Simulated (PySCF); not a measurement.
Spin states and ions at one geometry of [WO3Br]−

PySCF 2.14.0, RKS TPSS, W def2-SVP with ECP60, O def2-SVP, Br def2-SVP; non-relativistic Hamiltonian with scalar-relativistic core potentials where named; density fitting; no spin-orbit coupling; singlets restricted, open shells unrestricted. The geometry is relaxed for charge -1, singlet, vacuum:

```xyz
5

W     0.2842   -0.2842    0.2842
O     1.3113    0.7095    1.3113
O    -0.7095   -1.3113    1.3113
O     1.3113   -1.3113   -0.7095
Br   -1.1796    1.1796   -1.1796
```

Energies count from the relaxed state; an electron taken off or put on is at rest in vacuum. Charges and spins are Mulliken's.

```tsv
state	energy (eV)	spin squared	charge on W1 (e)	spin on W1 (e)	dipole about the centre of mass (D)
charge -1, singlet, vacuum	0.00	0.00	0.85	0.00	2.97
charge 0, doublet, vacuum	5.02	0.77	1.08	-0.18	0.77
```

What does the state charge -1, triplet, vacuum give?

energy (eV) 4.66, spin squared 2.01, charge on W1 (e) 0.72, spin on W1 (e) 0.62, dipole about the centre of mass (D) 1.44.

With an electron taken off (doublet) the charges change, summed by element, by W +0.23 e, O +0.57 e, Br +0.20 e. The vertical ionisation energy is 5.02 eV, against −ε(HOMO) = 1.85 eV of the relaxed state. The level lies 3.2 eV too high, as is usual for semilocal functionals and global hybrids, which keep a self-interaction error.

Open shells may have lower solutions than those found. Hard to converge, so the more doubtful: charge -1, triplet, vacuum; charge 0, doublet, vacuum.

No frequency check is given that shows the relaxed geometry to be a minimum.
